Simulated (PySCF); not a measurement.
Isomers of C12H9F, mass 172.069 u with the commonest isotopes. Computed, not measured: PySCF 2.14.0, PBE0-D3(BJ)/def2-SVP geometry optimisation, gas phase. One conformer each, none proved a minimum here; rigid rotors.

Question: Order these by rotational constant C, smallest first.
A. `[F:1][c:2]1[cH:3][cH:4][cH:5][c:6](-[c:7]2[cH:8][cH:9][cH:10][cH:11][cH:12]2)[cH:13]1` with C5–C6–C7–C8 37°
B. `[F:1][c:2]1[cH:3][cH:4][cH:5][cH:6][c:7]1-[c:8]1[cH:9][cH:10][cH:11][cH:12][cH:13]1` with C6–C7–C8–C9 -40°
C. `[F:1][c:2]1[cH:3][cH:4][c:5](-[c:6]2[cH:7][cH:8][cH:9][cH:10][cH:11]2)[cH:12][cH:13]1` with C4–C5–C6–C7 -38°

Answer: C (350.1 MHz), A (376.7 MHz), B (436.5 MHz).

Question: Order these by rotational constant B, largest first.
A. `[F:1][c:2]1[cH:3][cH:4][cH:5][c:6](-[c:7]2[cH:8][cH:9][cH:10][cH:11][cH:12]2)[cH:13]1` with C5–C6–C7–C8 37°
B. `[F:1][c:2]1[cH:3][cH:4][cH:5][cH:6][c:7]1-[c:8]1[cH:9][cH:10][cH:11][cH:12][cH:13]1` with C6–C7–C8–C9 -40°
C. `[F:1][c:2]1[cH:3][cH:4][c:5](-[c:6]2[cH:7][cH:8][cH:9][cH:10][cH:11]2)[cH:12][cH:13]1` with C4–C5–C6–C7 -38°

Answer: B (532.4 MHz), A (442.5 MHz), C (387.5 MHz).

Question: Order these by out-of-plane moment Σ m c² = (Ia + Ib − Ic)/2, largest first.
A. `[F:1][c:2]1[cH:3][cH:4][c:5](-[c:6]2[cH:7][cH:8][cH:9][cH:10][cH:11]2)[cH:12][cH:13]1` with C4–C5–C6–C7 -38°
B. `[F:1][c:2]1[cH:3][cH:4][cH:5][cH:6][c:7]1-[c:8]1[cH:9][cH:10][cH:11][cH:12][cH:13]1` with C6–C7–C8–C9 -40°
C. `[F:1][c:2]1[cH:3][cH:4][cH:5][c:6](-[c:7]2[cH:8][cH:9][cH:10][cH:11][cH:12]2)[cH:13]1` with C5–C6–C7–C8 37°

Answer: B (28.77 u·Å²), C (23.27 u·Å²), A (18.63 u·Å²).

```tsv
SMILES	point group	Ia (u·Å²)	Ib (u·Å²)	Ic (u·Å²)	κ	μa (D)	μb (D)	μc (D)
Fc1ccc(-c2ccccc2)cc1	C2	176.75	1304.10	1443.59	-0.97	1.38	0.00	0.00
Fc1ccccc1-c1ccccc1	C1	266.15	949.23	1157.83	-0.87	0.42	1.01	0.27
Fc1cccc(-c2ccccc2)c1	C1	245.90	1142.18	1341.55	-0.92	1.05	1.00	0.24
```
